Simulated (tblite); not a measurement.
Species: C6H9OP.
Numbering: `[CH3:1][O:2][CH:3]1[CH:4]=[CH:5][PH:6][CH:7]=[CH:8]1` (hydrogens: H9, H10, H11 on C1; H12 on C3; H13 on C4; H14 on C5; H15 on P6; H16 on C7; H17 on C8)

Geometry (GFN2-xTB, Å), atoms numbered from 1 in this order:
```xyz
17
C6H9OP angstrom
C     -2.7175    0.2464   -0.1196
O     -1.6189   -0.4991   -0.5725
C     -0.4156   -0.2357    0.1169
C      0.5128   -1.4072   -0.0681
C      1.7906   -1.3473    0.2768
P      2.4789    0.1619    1.0159
C      1.5251    1.2985   -0.0300
C      0.2670    1.0295   -0.3469
H     -2.5604    1.3257   -0.2304
H     -2.9312    0.0329    0.9364
H     -3.5662   -0.0568   -0.7302
H     -0.6282   -0.1370    1.2005
H      0.0613   -2.2765   -0.5204
H      2.4549   -2.1924    0.1727
H      3.6383    0.1893    0.2273
H      2.0166    2.2065   -0.3478
H     -0.3145    1.6734   -0.9905
```

Method: GFN2-xTB as coded in tblite; computed harmonic values from a numerical Hessian at the method's own geometry, unscaled. The method is semi-empirical: single wavenumbers can be off by several per cent or more. Modes of hydrogen on phosphorus can be 10 to 20 % off. One conformer, not necessarily the lowest.

Harmonic wavenumbers (cm⁻¹): 64.5, 105.7, 173.1, 241.3, 306.4, 332.3, 352.7, 437.8, 497.8, 511.9, 658.7, 683.3, 713.6, 734.0, 755.8, 846.3, 868.1, 876.1, 878.9, 953.4, 1017.8, 1041.8, 1111.7, 1130.8, 1136.6, 1159.4, 1175.1, 1216.7, 1253.0, 1267.2, 1305.3, 1409.4, 1471.2, 1492.1, 1634.3, 1673.1, 2226.9, 2747.7, 2889.3, 2921.4, 3024.9, 3054.3, 3061.7, 3073.4, 3090.5.

A = 4073, B = 1103, C = 933.1 MHz; mass 128.039 u (most abundant isotopes); point group C1, symmetry number 1.

Q: Zero-point energy?

A: ½Σν̃ = 28789 cm⁻¹ = 82.31 kcal/mol.

Q: What is S at 400 K and 1 bar for an ideal gas of classical rigid rotors and harmonic oscillators?

A: Translation 41.94, rotation 29.61, vibration 29.62: S = 101.2 cal/(mol K).

Q: And Cp and H(400 K) − H(0)?

A: Cp = 43.52 cal/(mol K), of which vibrations give 35.57 (their classical limit is 45 R = 89.4); H(400 K) − H(0) = 9.83 kcal/mol without the zero-point energy, 6.65 from vibrations.

Q: Which modes carry the vibrational entropy at 400 K?

A: 64.5 cm⁻¹: 4.89; 105.7 cm⁻¹: 3.92; 173.1 cm⁻¹: 2.96; 241.3 cm⁻¹: 2.33; 306.4 cm⁻¹: 1.89; 332.3 cm⁻¹: 1.75 cal/(mol K); the other 39 give 11.87 together.

Q: How do the functions run with temperature in this model?

A: 
```
 T (K)  S (cal/(mol K))  Cp (cal/(mol K))  H − H(0) (kcal/mol)  G − H(0) (kcal/mol)  ln q(vib)
   150             72.2              19.3                 1.95                -8.88       1.71
   250             84.3              29.0                 4.36               -16.72       3.52
298.15             89.8              33.9                 5.87               -20.91       4.46
   600            121.7              57.9                20.07               -52.97      10.80
   900            148.0              71.3                39.63               -93.56      17.07
```

q(vib) and H(0) count from the zero-point level.

Q: Blend soft modes into free rotors: weight 1/[1 + (100 cm⁻¹/ν̃)⁴] for the oscillator and the rest for a rotor with moment μB/(μ + B), μ = h/(8π²ν), B = 10⁻⁴⁴ kg m². What vibrational entropy results?

A: 28.10 cal/(mol K) in place of 29.62, which changes −T·S at 400 K by +0.61 kcal/mol.

Q: What must be added to the electronic energy to get the Gibbs energy at 400 K and 1 bar?

A: ZPE + [H(400 K) − H(0)] − T·S = 82.31 + 9.83 − 40.47 = 51.67 kcal/mol.

Hindered rotation and anharmonicity are outside this model. Other conformers, if any are populated, would add a mixing term that is left out. The structure is chiral; the term R ln 2 for an equal mix with its mirror image is left out.
